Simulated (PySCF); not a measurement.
Al(F)(Me)(OSiH3) (CH6AlFOSi), SMILES [F][Al]([O][SiH3])[CH3].

Geometry: PBE0-D3(BJ)/def2-SVP. One conformer was computed; it need not be the lowest.

Computed with IEF-PCM-ωB97X/def2-SVP (PySCF).

The values are the electrostatic part of the solvation free energy, E(continuum) − E(gas) at the gas-phase geometry, in a cavity of scaled van der Waals radii (PySCF's table); cavitation and dispersion terms are not included. A continuum can't describe solvent molecules that bind to the metal. In vacuum the orbital gap is 12.83 eV. The dipole moment in vacuum is 1.66 D.

```
solvent         ε  ΔG(elec) (kcal/mol)  dipole (D)  gap (eV)
----------  -----  -------------------  ----------  --------
water       78.36                 -5.5        1.84     13.03
ethanol     24.85                 -5.2        1.83     13.02
chloroform   4.71                 -3.9        1.80     12.98
```
